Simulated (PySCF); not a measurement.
**Question.** Give a GFN2-xTB geometry of `C[C@H]1[C@]2(C1)[C@H](N=C)C2`.

**Answer.** 
```xyz
19
C7H11N angstrom
C      2.372   -1.613    0.098
N      1.581   -0.769    0.584
C      1.197    0.359   -0.148
C      0.902    1.622    0.656
C     -0.196    0.859    0.041
C     -1.360    1.108   -0.839
C     -1.505    0.291    0.430
C     -1.741   -1.196    0.350
H      2.818   -1.540   -0.901
H      2.636   -2.472    0.695
H      1.650    0.488   -1.138
H      1.199    2.569    0.227
H      1.034    1.549    1.725
H     -1.407    0.587   -1.785
H     -1.781    2.103   -0.870
H     -2.016    0.773    1.257
H     -1.215   -1.620   -0.501
H     -2.803   -1.409    0.248
H     -1.374   -1.681    1.253
```

Any rigid rotation of these coordinates is as good. Atoms count from 1 in this order. The 7 C–C bonds span 1.471 Å (C4–C5, drawn single) to 1.526 Å (C3–C4, drawn single), a spread of 0.055 Å. The 3-membered ring C5–C6–C7 has internal angles of 59.1° to 61.6°. The 3-membered ring C3–C4–C5 has internal angles of 58.3° to 62.0°. Of the pairs four or more bonds apart, H9···H11 is among the closest relative to their van der Waals radii: 2.35 Å, 98 % of the sum of Bondi's values.

Bonds between heavy atoms (Å): C1=N2 1.254, N2–C3 1.399, C3–C4 1.526, C4–C5 1.471, C5–C6 1.481, C6–C7 1.516, C7–C8 1.508, C3–C5 1.492, C5–C7 1.479.

The geometry is computed with GFN2-xTB (gas phase).

Point group: C1 (no symmetry element, even within 0.4 Å). Not checked by GFN2-xTB frequencies. The numbers are those of one conformer (C1–N2–C3–C4 -148°).
